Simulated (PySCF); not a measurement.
FHOSe, SMILES O[Se]F.

Geometry optimised at B3LYP-D3(BJ)/def2-TZVP. One conformer was computed; it need not be the lowest.

The numbers are results of B3LYP-D3(BJ)/def2-TZVP in PySCF 2.14.0, not measurements.

Frequencies are harmonic and unscaled.

```json
[
 {"mode": "1", "ν (cm⁻¹)": "260", "IR (km/mol)": "4.2", "moving atoms (share of kinetic energy)": "F 41 %, O 39 %, Se 14 %"},
 {"mode": "2", "ν (cm⁻¹)": "508", "IR (km/mol)": "99.4", "moving atoms (share of kinetic energy)": "H 88 %, O 9 %"},
 {"mode": "3", "ν (cm⁻¹)": "637", "IR (km/mol)": "117.9", "moving atoms (share of kinetic energy)": "F 73 %, Se 21 %"},
 {"mode": "4", "ν (cm⁻¹)": "700", "IR (km/mol)": "51.7", "moving atoms (share of kinetic energy)": "O 75 %, Se 17 %"},
 {"mode": "5", "ν (cm⁻¹)": "1116", "IR (km/mol)": "48.4", "moving atoms (share of kinetic energy)": "H 94 %"},
 {"mode": "6", "ν (cm⁻¹)": "3755", "IR (km/mol)": "92.7", "moving atoms (share of kinetic energy)": "H 94 %"}
]
```
